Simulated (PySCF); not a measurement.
Ga(H)(OH)2 (GaH3O2), SMILES [OH][GaH][OH]. Coordinates come from a PBE-D3(BJ)/def2-TZVP optimisation. The values are those of a single conformer.

Computed equilibrium geometry at PBE-D3(BJ)/def2-TZVP (PySCF confirms it by a frequency run) as Cartesian coordinates in Å, and its point group (one conformer of several):
point group Cs.
```xyz
6

Ga    -0.3402    -0.0016     0.0000
H     -1.8954     0.0183     0.0000
O      0.5768    -1.5483     0.0000
H      1.5349    -1.3802     0.0000
O      0.7530     1.4396     0.0000
H      0.2669     2.2803     0.0000
```
Charge 0, spin multiplicity 1.
